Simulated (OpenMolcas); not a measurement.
## Ni3+: moving or changing the point charges

Ni3+ among 5 point charges of -2 e arranged as a trigonal bipyramid (D3h), 1.87 Å from the ion, with the axial distance 2.225 Å.

```json
{
 "Program": "OpenMolcas",
 "Method": "SS-CASPT2, IPEA 0.25 Eh, imaginary shift 0.1 Eh (closed shells correlated: 3s 3p)",
 "Basis": "ANO-RCC-VDZP [5s4p2d1f]",
 "Scalar Hamiltonian": "DKH2, point nucleus",
 "Active space": "7 electrons in 5 orbitals (3d)",
 "State averaging": "2S+1 = 4 even, 10 roots; 2S+1 = 2 even, 40 roots",
 "Spin-orbit coupling": "state interaction with AMFI integrals over the reference wave functions"
}
```

Runs around this geometry, states (labels of D3, the rotations of D3h). Energies in cm-1 above the lowest state or level, χT in cm3 K/mol.

| R (Å) | q (e) | Axial / equatorial distance | Ground state | First state of that spin | First gap with spin-orbit (degeneracies) | χT at 300 K | First state of another spin |
| --- | --- | --- | --- | --- | --- | --- | --- |
| 1.87 | -1.6 | 1.19 | 4A2 | 4A1 900 | 250 (2, 2) | 4.565 | 2E 20520 |
| 1.74 | -2 | 1.19 | 4A2 | 4A1 1620 | 250 (2, 2) | 3.893 | 2E 21080 |
| 1.87 | -2 | 1.19 | 4A2 | 4A1 1200 | 260 (2, 2) | 4.301 | 2E 20730 |
| 2.04 | -2 | 1.19 | 4A2 | 4A1 790 | 240 (2, 2) | 4.711 | 2E 20360 |
| 1.87 | -2 | 1.29 | 4A2 | 4E 1270 | 260 (2, 2) | 4.305 | 2E 20570 |

Taking the first state of the same spin as R^-n, n = -ln(790 / 1620) / ln(2.04 / 1.74) = 4.5 between the shortest and longest distance.

Scaling the charges by -1.6 / -2 = 0.80 scales the first state of the same spin by 900 / 1200 = 0.75; with fixed orbitals a first-order splitting would follow the charge.

Roots that are degenerate in the reference are averaged as groups; the widest CASPT2 spread within a group is 85 cm-1 (the 2-fold group of multiplicity 4 near 3430 cm-1 above the lowest state of its run, R = 2.04, q = -2, ratio = 1.19). Shifts and gaps below about the spread of the groups concerned are not significant. Point charges give a weaker field than real ligands, and real ions of this kind are often low spin; the high spin found here belongs to the model. Free-ion shares, where given, are those of the reference states; single-state CASPT2 does not remix them. The ground term spreads over less than 5000 cm-1, several times less than with real ligands, so orbital moments are less quenched and χT lies further from the spin-only value than at real sites (holds for R = 1.87, q = -1.6, ratio = 1.19; R = 1.87, q = -2, ratio = 1.19; R = 2.04, q = -2, ratio = 1.19; R = 1.87, q = -2, ratio = 1.29). Spin-orbit coupling mixes the spin-free states strongly: the lowest level takes only 68 % from its leading state, 4A2 (holds for R = 2.04, q = -2, ratio = 1.19). Point charges carry no covalency, so the field is a model and not that of real ligands. No measured value stands beside these numbers.
